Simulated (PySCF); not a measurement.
C₇H₁₁O (doublet state).
Cartesian coordinates in Å at the GFN2-xTB level; atoms count from 1:
```xyz
19
C7H11O angstrom
C      2.5184   -0.6561    0.3906
C      1.6737    0.5450    0.3074
C      0.2113    0.2008    0.0492
C     -0.7169   -0.6486    0.9404
C     -1.5681   -0.1909   -0.2644
O     -2.9064   -0.4280   -0.4976
C     -0.3675   -0.5482   -1.1678
C     -0.9539    1.2052   -0.0961
H      2.6127   -1.1895    1.3162
H      2.9097   -1.1060   -0.5007
H      1.7121    1.1091    1.2440
H      2.0022    1.1917   -0.5117
H     -0.4923   -1.7110    1.0112
H     -0.9777   -0.2355    1.9117
H     -3.0531   -1.3777   -0.5678
H     -0.3078   -0.0429   -2.1287
H     -0.1157   -1.6029   -1.2608
H     -1.2419    1.7599    0.7930
H     -0.9486    1.8437   -0.9756
```

The hyperfine couplings belong to this conformer and change with its torsions.

The species is `[CH2]C[C@]12C[C@](O)(C1)C2` [radical].

Computed, not measured: UKS B3LYP, pcH-1 on C H O, non-relativistic, mean-field spin-orbit, GIAO in PySCF. One conformer (not necessarily the lowest) at the GFN2-xTB geometry, without solvent, vibrations or thermal averaging. The geometry wasn't refined by DFT: couplings that depend on bond lengths, twists or pyramidal angles can differ widely from those at the functional's own minimum. Stability of the SCF solution: not tested.

The Mulliken spin populations are largest on C1 (+1.08) and C2 (-0.08). No atom but C1 exceeds +0.15. The positive populations add up to 1.18 and the negative ones to -0.18, together 2S = 1. The angles at C1 add up to 359.2°, so it is planar; its axial dipolar tensor and the negative couplings of its protons fit spin in a p orbital normal to that plane.

**Question.** Find Q in a(H) = Q·ρ(C) for the protons on the planar carbons that carry spin.

**Answer.** 
```tsv
H	C	ρ(C)	a(H) (G)	a/ρ (G)
H9	C1	+1.083	-22.25	-20.5
H10	C1	+1.083	-22.25	-20.5
```

These protons share one ρ (within 0.01), so their mean ratio, Q = -20.5 G, is no test of linearity. In every row coupling and population have opposite signs.

**Question.** How do the β-proton couplings of this frozen conformer go with θ, the angle between the C–H bond and the normal to the plane of the spin centre's three neighbours, both seen down the bond from centre to carbon?

**Answer.** 
```
β H  on  centre  θ (°)  cos²θ   a (G)
H11  C2      C1     61   0.24  +13.01
H12  C2      C1     60   0.24  +13.20
```

Couplings in gauss use g_iso = 2.0026.

Time: 92 s of wall time (with the writing of density and orbital grids); peak memory 0.97 GiB. Hardware: one thread, Arm Neoverse V2 (aarch64), shared host with 96 logical CPUs at a one-minute load of 46.
